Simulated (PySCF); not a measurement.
# Tc²⁺ (technetium, charge +2) across methods

[Kr] 4d5, high-spin 6S determinant. Computed with PySCF 2.14 in ANO-RCC-VTZP, with scalar relativity by spin-free X2C-1e.

```json
{"method": "M06", "E (hartree)": "-4284.39", "mean ε 4p α (eV)": "-66.482", "mean ε 4p β (eV)": "-61.939", "mean ε 4d α (eV)": "-25.232", "Σ⟨r²⟩ (bohr²)": "30.70", "⟨S²⟩": "8.750"}
{"method": "B97-3", "E (hartree)": "-4284.04", "mean ε 4p α (eV)": "-66.658", "mean ε 4p β (eV)": "-61.898", "mean ε 4d α (eV)": "-25.391", "Σ⟨r²⟩ (bohr²)": "30.74", "⟨S²⟩": "8.750"}
{"method": "LDA", "E (hartree)": "-4279.40", "mean ε 4p α (eV)": "-62.848", "mean ε 4p β (eV)": "-59.543", "mean ε 4d α (eV)": "-23.889", "Σ⟨r²⟩ (bohr²)": "31.10", "⟨S²⟩": "8.750"}
{"method": "UHF", "E (hartree)": "-4282.19600", "mean ε 4p α (eV)": "-77.148", "mean ε 4p β (eV)": "-67.352", "mean ε 4d α (eV)": "-30.034", "Σ⟨r²⟩ (bohr²)": "30.67", "⟨S²⟩": "8.752"}
{"method": "PBE", "E (hartree)": "-4283.94", "mean ε 4p α (eV)": "-62.815", "mean ε 4p β (eV)": "-59.185", "mean ε 4d α (eV)": "-23.821", "Σ⟨r²⟩ (bohr²)": "31.00", "⟨S²⟩": "8.750"}
{"method": "M06-2X", "E (hartree)": "-4284.65", "mean ε 4p α (eV)": "-69.380", "mean ε 4p β (eV)": "-64.201", "mean ε 4d α (eV)": "-27.046", "Σ⟨r²⟩ (bohr²)": "30.77", "⟨S²⟩": "8.750"}
{"method": "PBE0", "E (hartree)": "-4284.03", "mean ε 4p α (eV)": "-66.647", "mean ε 4p β (eV)": "-61.590", "mean ε 4d α (eV)": "-25.566", "Σ⟨r²⟩ (bohr²)": "30.81", "⟨S²⟩": "8.751"}
{"method": "r2SCAN", "E (hartree)": "-4284.35", "mean ε 4p α (eV)": "-64.435", "mean ε 4p β (eV)": "-59.775", "mean ε 4d α (eV)": "-24.156", "Σ⟨r²⟩ (bohr²)": "30.75", "⟨S²⟩": "8.751"}
```
